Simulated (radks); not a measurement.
Q: All-electron atom: Sr+ in [Kr] 5s1 (the NIST ground configuration). All-electron calculation, scalar-relativistic Kohn-Sham, BLYP, spin-polarised, spherical densities, point nucleus; open shells are filled with parallel spins first (spin-orbit coupling, left out, can overturn this in heavy ions). Program: a radial shooting solver on a logarithmic mesh with Libxc functionals. Some entries of the table are withheld. Estimate them.

| orbital | occ. | eigenvalue (eV) | <r> (bohr) | r(max) (bohr) |
|---|---|---|---|---|
| 1s up | 1 | -15947.11 | 0.03916 | 0.02553 |
| 1s down | 1 | -15947.09 | 0.03916 | 0.02553 |
| 2s up | 1 | -2164.684 | 0.1725 | 0.1451 |
| 2s down | 1 | -2164.672 | 0.1725 | 0.1451 |
| 2p up | 3 | -1924.422 | 0.1504 | 0.1160 |
| 2p down | 3 | -1924.410 | 0.1504 | 0.1160 |
| 3s up | 1 | -339.7336 | 0.4923 | 0.4358 |
| 3s down | 1 | -339.7130 | 0.4922 | 0.4358 |
| 3p up | 3 | -262.2340 | 0.4987 | 0.4306 |
| 3p down | 3 | -262.2121 | 0.4986 | 0.4306 |
| 3d up | 5 | -134.2123 | 0.4984 | 0.3763 |
| 3d down | 5 | -134.1882 | 0.4984 | 0.3763 |
| 4s up | 1 | (1) | 1.355 | 1.188 |
| 4s down | 1 | (2) | 1.354 | 1.188 |
| 4p up | 3 | -28.8882 | 1.566 | (3) |
| 4p down | 3 | -28.7919 | 1.561 | (4) |
| 5s up | 1 | -8.6149 | 3.845 | 3.407 |
| 4d up | 0 | -6.8551 | 2.844 | 2.059 |
| 4d down | 0 | -6.4887 | 2.766 | 2.013 |
| 5p up | 0 | -5.5757 | 4.780 | 4.197 |

A: 
(1) 4s up eigenvalue (eV): -47.0143
(2) 4s down eigenvalue (eV): -46.9405
(3) 4p up r(max) (bohr): 1.323
(4) 4p down r(max) (bohr): 1.323
